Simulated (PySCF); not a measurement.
**input.py for Mg**

The script input.py:

```python
from pyscf import gto, scf

mol = gto.M(
    atom='Mg 0 0 0',
    basis='cc-pvtz',
    charge=0,
    spin=0,
    verbose=4,
)
mf = scf.RHF(mol)
mf = mf.density_fit(auxbasis='def2-universal-jkfit')
mf.kernel()
mf.dip_moment()
print('orbital energies (hartree):', mf.mo_energy[..., max(0, mol.nelec[1]-3):mol.nelec[0]+3].round(4))
```

```bash
$ OMP_NUM_THREADS=1 python input.py
```

The log:

```
PySCF version 2.14.0

[INPUT] verbose = 4
[INPUT] num. atoms = 1
[INPUT] num. electrons = 12
[INPUT] charge = 0
[INPUT] spin (= nelec alpha-beta = 2S) = 0
[INPUT] symmetry False subgroup None
[INPUT] Mole.unit = angstrom
[INPUT] Symbol           X                Y                Z      unit          X                Y                Z       unit  Magmom
[INPUT]  1 Mg     0.000000000000   0.000000000000   0.000000000000 AA    0.000000000000   0.000000000000   0.000000000000 Bohr   0.0

nuclear repulsion = 0
number of shells = 9
number of NR pGTOs = 62
number of NR cGTOs = 34
basis = cc-pvtz
ecp = {}

******** <class 'pyscf.df.df_jk.DFRHF'> ********
method = DFRHF
initial guess = minao
damping factor = 0
level_shift factor = 0
DIIS = <class 'pyscf.scf.diis.CDIIS'>
diis_start_cycle = 1
diis_space = 8
diis_damp = 0
SCF conv_tol = 1e-09
SCF conv_tol_grad = None
SCF max_cycles = 50
direct_scf = False
Set gradient conv threshold to 3.16228e-05
Initial guess from minao.
******** <class 'pyscf.df.df.DF'> ********
auxbasis = def2-universal-jkfit
init E= -199.610819485015
  HOMO = -0.248511272945758  LUMO = 0.0402862745073824  gap/eV = 7.85858
cycle= 1 E= -199.613259154356  delta_E= -0.00244  |g|= 0.00761  |ddm|= 0.17
  HOMO = -0.251811766962061  LUMO = 0.0377675630747866  gap/eV = 7.87985
cycle= 2 E= -199.613337455727  delta_E= -7.83e-05  |g|= 0.00221  |ddm|= 0.0497
  HOMO = -0.252955973240594  LUMO = 0.0367280744805189  gap/eV = 7.88270
cycle= 3 E= -199.613345722524  delta_E= -8.27e-06  |g|= 0.000191  |ddm|= 0.0192
  HOMO = -0.253050298357683  LUMO = 0.0366448269452658  gap/eV = 7.88301
cycle= 4 E= -199.61334575897  delta_E= -3.64e-08  |g|= 1.74e-05  |ddm|= 0.00117
  HOMO = -0.25304747534112  LUMO = 0.0366465650186523  gap/eV = 7.88298
cycle= 5 E= -199.613345759096  delta_E= -1.26e-10  |g|= 6.1e-07  |ddm|= 0.000106
  HOMO = -0.253047515386809  LUMO = 0.036646646224245  gap/eV = 7.88298
Extra cycle  E= -199.613345759096  delta_E= 2.84e-14  |g|= 8.97e-08  |ddm|= 2.33e-06
converged SCF energy = -199.613345759096
Dipole moment(X, Y, Z, Debye):  0.00000,  0.00000, -0.00000
orbital energies (hartree): [-2.2821 -2.2821 -0.253   0.0366  0.0366  0.0366]
```

In short: E(SCF) = -199.613346 Eh, 5 cycles.

It ran on Intel Xeon 6975P-C (1 thread, shared host) in 0.44 s.
